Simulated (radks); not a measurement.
Results of a calculation; reference values are marked as such.
Q: Spherical jellium clusters: N electrons in a uniform positive sphere of charge N and radius rs N^(1/3), rs = 3.1 bohr. Level of theory: non-relativistic Kohn-Sham, LDA (Slater exchange, Perdew-Wang correlation), spin-polarised, spherical densities (a radial shooting solver with Libxc functionals). Levels are named by radial order and angular momentum (1s, 1p, 1d, 2s, ...), and open shells are averaged over m. At N = 14 the configuration is 1s2 1p6 1d(up 5, down 1). The background grows by one charge. Does electron 15 go into 2s down or 2s up or 1d down?

A: Into 1d down. The total energies of the other choices lie higher by 0.127 eV (2s up), 0.383 eV (2s down).
